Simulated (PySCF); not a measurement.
## Computed properties of F2HOS, SMILES S(F)(=[OH+])F, charge +1

F2HOS, SMILES S(F)(F)=[OH+], charge +1. Coordinates come from a B3LYP-D3(BJ)/def2-SVP optimisation. The isomer is the one that the SMILES or the coordinates give; other isomers of the formula were not compared. Other conformers were not sampled. All values are computed for the isolated molecule unless a solvent is named; none is compared with measurement here.

**Structure.** The optimised structure has Cs symmetry. All 9 harmonic modes at B3LYP-D3(BJ)/def2-SVP (PySCF) are real, so it is a minimum. With heavy atoms numbered as in [OH+:1]=[S:2]([F:3])[F:4], the shortest bond between them is O1–S2 at 1.541 Å and the longest S2–F4 at 1.565 Å.

**Vibrations.** The strongest infrared lines (harmonic, unscaled, degenerate partners summed) lie at 3538 cm⁻¹ (408 km/mol, H 94 %), 947 cm⁻¹ (317 km/mol, S 34 %, O 25 %, F 24 %, H 16 %), 903 cm⁻¹ (182 km/mol, F 58 %, S 41 %). The softest mode is at 308 cm⁻¹ and the zero-point energy is 12.9 kcal/mol.

**Electronic structure.** B3LYP/def2-TZVPD (PySCF) places the frontier levels at -18.20 and -8.92 eV, a gap of 9.28 eV and a mean polarisability of 24.2 bohr³.

**Excitations.** TDDFT-B3LYP/def2-SVPD (PySCF) has S1 at 8.33 eV (149 nm, f = 0.029, weak); the most intense of the 10 singlets computed lies at 8.88 eV (f = 0.08). T1 (TDA) is at 6.57 eV. No vertical singlet excitation falls in the visible range (under 3.1 eV).

**NMR.** GIAO shifts at PBE0/pcSseg-2 (PySCF) (non-relativistic, atoms alike by connectivity averaged): ¹H at 9.3 ppm against TMS; ¹⁹F at 64.6 ppm against CFCl3.
